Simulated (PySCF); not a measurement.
Below is a simulated gas-phase C 1s photoelectron spectrum of `[C](#CC)[GeH2][Cl]`.

Every computed line was given a Gaussian of 0.7 eV full width at half maximum and an area set by the number of equivalent atoms; the highest printed point is 100. Method: PySCF, delta-SCF UKS SCAN, pcX-2 on the ionised atom, pcseg-1 elsewhere, spin-free X2C.

binding energy (eV), intensity and a bar:
```
    288.9          0 
    289.0          1 
    289.1          2 
    289.2          4 #
    289.3          9 ###
    289.4         18 #####
    289.5         32 ##########
    289.6         50 ###############
    289.7         69 #####################
    289.8         86 ##########################
    289.9         97 #############################
    290.0        100 ##############################
    290.1         97 #############################
    290.2         91 ###########################
    290.3         89 ###########################
    290.4         91 ###########################
    290.5         96 #############################
    290.6        100 ##############################
    290.7         98 #############################
    290.8         88 ##########################
    290.9         71 #####################
    291.0         52 ################
    291.1         36 ###########
    291.2         26 ########
    291.3         23 #######
    291.4         28 ########
    291.5         41 ############
    291.6         58 ##################
    291.7         76 #######################
    291.8         90 ###########################
    291.9         95 ############################
    292.0         89 ###########################
    292.1         75 ######################
    292.2         56 #################
    292.3         37 ###########
    292.4         22 #######
    292.5         12 ####
    292.6          6 ##
    292.7          2 #
    292.8          1 
    292.9          0
```

Task: Count the maxima, the lines and the sites behind this envelope.

Result: The curve has 3 maxima (at 290.0, 290.6 and 291.9 eV). Under it lie 3 lines from 3 inequivalent carbon sites.

Task: Decompose the envelope and assign each component. Numbering: `[CH3:1][C:2]#[C:3][GeH2:4][Cl:5]`.

Result: 
| position (eV) | relative area | line | atoms | environment |
| --- | --- | --- | --- | --- |
| 289.94 | 1 | C 1s | C3 | alkyne carbon |
| 290.67 | 1 | C 1s | C2 | alkyne carbon |
| 291.90 | 1 | C 1s | C1 | propargylic carbon |

Lowest listed C 1s: C3, bonded to C (triple bond) and Ge. Highest, 1.96 eV above it: C1, bonded to C and 3 H. Summing the Pauling electronegativity differences to the bonded atoms, each weighted by its formal bond order, gives -0.54 for the lowest site and -1.05 for the highest; the largest sum, 0.00, belongs to C2, 1.23 eV below the top. The smallest sum, -1.05, belongs to C1, 1.96 eV above the lowest.

The curve has no shake-up lines and no vibrational structure. Spin contamination (⟨S²⟩ against 0.75 for a pure doublet) is marked for C 1s of C2 (0.87), which makes this value less certain. Isolated species at its PBE0-D3(BJ)/def2-SVP geometry, gas phase.
